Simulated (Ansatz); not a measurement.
CrCl3. The state is a quartet with charge 0. Geometry B3LYP-D4/def2-SVP; atoms count from 1.

Cartesian coordinates in Å:
```
Cr -0.0318 0.0566 0.0035
Cl 0.3491 0.0356 2.1102
Cl -1.7466 -0.9590 -0.7784
Cl 1.4293 0.8668 -1.3353
```

Estimate the Mulliken populations from the PBE0/def2-TZVP orbitals of Ansatz.


```json
{"atom": "Cr1", "charge (e)": "0.96", "spin (α − β)": "3.30", "d electrons": "4.38"}
{"atom": "Cl2", "charge (e)": "-0.32", "spin (α − β)": "-0.10", "d electrons": "–"}
{"atom": "Cl3", "charge (e)": "-0.32", "spin (α − β)": "-0.10", "d electrons": "–"}
{"atom": "Cl4", "charge (e)": "-0.32", "spin (α − β)": "-0.10", "d electrons": "–"}
```
Mulliken values depend strongly on the basis.

Where does the spin sit?

Summed by element: Cr 3.30, Cl -0.30, of 3 unpaired in all. Largest on single atoms: Cr1 3.30, Cl2 -0.10, Cl3 -0.10.

And the Mayer bond orders between heavy atoms (over 0.3)?

Cr1–Cl2 1.08 (2.14 Å); Cr1–Cl3 1.08 (2.14 Å); Cr1–Cl4 1.08 (2.14 Å).
